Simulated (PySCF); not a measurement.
ClGa, SMILES [Cl][Ga] (connectivity only; charge and spin as stated), charge +1, multiplicity 2.

Coordinates come from a PBE0-D3(BJ)/def2-TZVP optimisation. The multiplicity is an assumed one; other spin states were not compared.

Level of theory: PySCF with C-PCM-ωB97X/def2-TZVPD.

The values are the electrostatic part of the solvation free energy, E(continuum) − E(gas) at the gas-phase geometry, in a cavity of scaled van der Waals radii (PySCF's table); cavitation and dispersion terms are not included. A continuum can't describe solvent molecules that bind to the metal.

```json
[
 {"solvent": "water", "ε": "78.36", "ΔG(elec) (kcal/mol)": "-72.4"},
 {"solvent": "toluene", "ε": "2.37", "ΔG(elec) (kcal/mol)": "-41.8"},
 {"solvent": "diethylether", "ε": "4.24", "ΔG(elec) (kcal/mol)": "-55.6"}
]
```
